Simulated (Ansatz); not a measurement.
Relaxation of C2H6AlN (10 atoms, charge 0, multiplicity 1), to a largest force component of 0.02 eV/Å in at most 50 steps.

The calculation used Ansatz, RHF/def2-SVP.

```xyz
10
Properties=species:S:1:pos:R:3:forces:R:3
C -1.192 0.571 -0.205 0.43 -0.16 -0.13
C -0.071 -0.447 -0.280 0.79 -0.15 1.08
N 0.810 -0.502 1.015 -0.68 -0.04 -1.12
Al 1.851 -0.138 -0.336 -1.41 -0.27 0.61
H -1.704 0.640 -1.163 -0.15 0.09 -0.13
H -1.925 0.278 0.550 -0.15 0.04 0.10
H -0.805 1.553 0.058 -0.10 0.19 0.03
H -0.488 -1.433 -0.516 0.17 0.05 -0.06
H 0.327 -0.734 1.874 0.68 0.18 -0.42
H 3.196 0.211 -0.998 0.43 0.05 0.04
```

**Question.** Where does it end, and by what steps?

**Answer.** It converged. After 6 steps the energy has fallen by 0.121 eV; H9 moved furthest, 0.12 Å.

```
step  energy less start (eV)  largest force component (eV/Å)  accepted
   0                  0.0000                           1.412       yes
   1                 -0.0864                           0.815       yes
   2                 -0.1121                           0.403       yes
   3                 -0.1161                           0.376       yes
   4                 -0.1207                           0.055       yes
   5                 -0.1209                           0.035       yes
   6                 -0.1210                           0.009       yes
```

```xyz
10
Properties=species:S:1:pos:R:3
C -1.201 0.573 -0.204
C -0.091 -0.462 -0.244
N 0.802 -0.519 0.959
Al 1.804 -0.131 -0.379
H -1.723 0.622 -1.163
H -1.948 0.326 0.561
H -0.825 1.573 0.024
H -0.499 -1.439 -0.519
H 0.441 -0.751 1.861
H 3.240 0.207 -0.896
```

Whether the end is a true minimum wasn't checked by a vibrational analysis.

Time of the run: 13 s on 1 thread of Arm Neoverse V1, with other jobs on the host, peak memory 0.16 GiB.
